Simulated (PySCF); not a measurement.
**Computed properties of AlOF, SMILES [O]=[Al][F]**

AlOF, SMILES [O]=[Al][F]. Coordinates come from a B3LYP-D3(BJ)/def2-TZVP optimisation. The values are those of a single conformer. All values are computed for the isolated molecule unless a solvent is named; none is compared with measurement here.

**Structure.** The optimised structure has C∞v symmetry. All 4 harmonic modes at B3LYP-D3(BJ)/def2-TZVP (PySCF) are real, so it is a minimum. With heavy atoms numbered as in [Al:1](=[O:2])[F:3], the shortest bond between them is Al1–O2 at 1.597 Å and the longest Al1–F3 at 1.636 Å.

**Vibrations.** The strongest infrared lines (harmonic, unscaled, degenerate partners summed) lie at 205 cm⁻¹ (191 km/mol, Al 56 %, O 24 %, F 19 %), 1173 cm⁻¹ (97 km/mol, Al 52 %, O 40 %), 741 cm⁻¹ (22 km/mol, F 61 %, O 34 %). The softest mode is at 205 cm⁻¹ and the zero-point energy is 3.3 kcal/mol.

**Electronic structure.** PBE0/def2-TZVPD (PySCF) places the frontier levels at -8.07 and -2.96 eV, a gap of 5.11 eV, and gives a dipole moment of 3.38 D and a mean polarisability of 31.1 bohr³. PBE/def2-TZVPD (PySCF) at the same geometry gives -6.71 and -3.82 eV, so its gap is 2.22 eV narrower. An orbital gap is neither the optical nor the fundamental gap.

**Excitations.** TDA-CAM-B3LYP/def2-TZVPD (PySCF) has S1 at 3.40 eV (365 nm, f = 0.068, bright); the most intense of the 10 singlets computed lies at 7.49 eV (f = 0.11). Strengths of degenerate partners are summed. T1 (TDA) is at 2.83 eV, 0.57 eV under S1. TDA-PBE/def2-TZVPD (PySCF) puts S1 at 3.10 eV. No vertical singlet excitation falls in the visible range (under 3.1 eV).

**NMR.** GIAO shifts at HF/pcSseg-2 (PySCF) (non-relativistic, atoms alike by connectivity averaged): ¹⁹F at -162.9 ppm against CFCl3.
